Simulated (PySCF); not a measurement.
C7H15 (SMILES [CH2]CCCCCC), doublet, at a GFN2-xTB geometry. Base run: R2SCAN/STO-3G run with PySCF.

Geometry (Å):
```xyz
22

C     -3.7996     0.5936     0.1703
C     -2.6371    -0.3024     0.2457
C     -1.3065     0.4575     0.0133
C     -0.1028    -0.4758     0.0924
C      1.2101     0.2700    -0.1362
C      2.4192    -0.6594    -0.0582
C      3.7259     0.0903    -0.2870
H     -4.1066     1.1597     1.0283
H     -4.2379     0.8371    -0.7781
H     -2.7096    -1.0854    -0.5139
H     -2.5828    -0.7739     1.2306
H     -1.2131     1.2440     0.7647
H     -1.3391     0.9347    -0.9681
H     -0.2053    -1.2641    -0.6573
H     -0.0794    -0.9550     1.0742
H      1.3130     1.0584     0.6133
H      1.1872     0.7493    -1.1178
H      2.3170    -1.4475    -0.8078
H      2.4428    -1.1384     0.9234
H      4.5732    -0.5888    -0.2274
H      3.7298     0.5588    -1.2688
H      3.8557     0.8679     0.4626
```
Charge 0, spin multiplicity 2.
Orbitals are unrestricted.
All else is at PySCF's defaults.

The base run was repeated with changes; each row names its change, and settings that it needs were set with it.

```json
[
 {"change": "base", "E (Eh)": "-272.28081", "HOMO (eV)": "-2.84", "dipole (D)": "0.24", "<S^2>": "0.756", "core-seconds (rough)": "40", "outcome": "converged"},
 {"change": "functional = pbe", "E (Eh)": "-272.02797", "HOMO (eV)": "-2.18", "dipole (D)": "0.29", "<S^2>": "0.753", "core-seconds (rough)": "20", "outcome": "converged"},
 {"change": "functional = wb97x_v", "E (Eh)": "-", "HOMO (eV)": "-", "dipole (D)": "-", "<S^2>": "-", "core-seconds (rough)": "-", "outcome": "cut at the time limit"},
 {"change": "functional = mn12l", "E (Eh)": "-271.29248", "HOMO (eV)": "-2.29", "dipole (D)": "0.25", "<S^2>": "0.759", "core-seconds (rough)": "30", "outcome": "converged"},
 {"change": "functional = pbe0; dispersion = d4", "E (Eh)": "-272.14117", "HOMO (eV)": "-3.92", "dipole (D)": "0.24", "<S^2>": "0.755", "core-seconds (rough)": "20", "outcome": "converged"},
 {"change": "functional = lda,vwn", "E (Eh)": "-269.77637", "HOMO (eV)": "-1.82", "dipole (D)": "0.36", "<S^2>": "0.753", "core-seconds (rough)": "10", "outcome": "converged"},
 {"change": "functional = wb97x", "E (Eh)": "-272.41828", "HOMO (eV)": "-6.37", "dipole (D)": "0.21", "<S^2>": "0.755", "core-seconds (rough)": "30", "outcome": "converged"},
 {"change": "functional = wb97m_v", "E (Eh)": "-", "HOMO (eV)": "-", "dipole (D)": "-", "<S^2>": "-", "core-seconds (rough)": "-", "outcome": "cut at the time limit"},
 {"change": "functional = tpss", "E (Eh)": "-272.53335", "HOMO (eV)": "-2.57", "dipole (D)": "0.26", "<S^2>": "0.755", "core-seconds (rough)": "40", "outcome": "converged"},
 {"change": "functional = pbe0", "E (Eh)": "-272.12814", "HOMO (eV)": "-3.92", "dipole (D)": "0.24", "<S^2>": "0.755", "core-seconds (rough)": "20", "outcome": "converged"},
 {"change": "functional = pw91,pw91", "E (Eh)": "-272.27818", "HOMO (eV)": "-2.28", "dipole (D)": "0.28", "<S^2>": "0.753", "core-seconds (rough)": "20", "outcome": "converged"},
 {"change": "functional = b97-1", "E (Eh)": "-272.36450", "HOMO (eV)": "-3.54", "dipole (D)": "0.25", "<S^2>": "0.754", "core-seconds (rough)": "20", "outcome": "converged"},
 {"change": "functional = hse06", "E (Eh)": "-272.15168", "HOMO (eV)": "-3.52", "dipole (D)": "0.23", "<S^2>": "0.755", "core-seconds (rough)": "60", "outcome": "converged"}
]
```

Absolute energies of different levels of theory aren't comparable as measures of quality.

Open shells are given as the SCF converged; they aren't shown to be the lowest states, and a large step between rows can be another state.
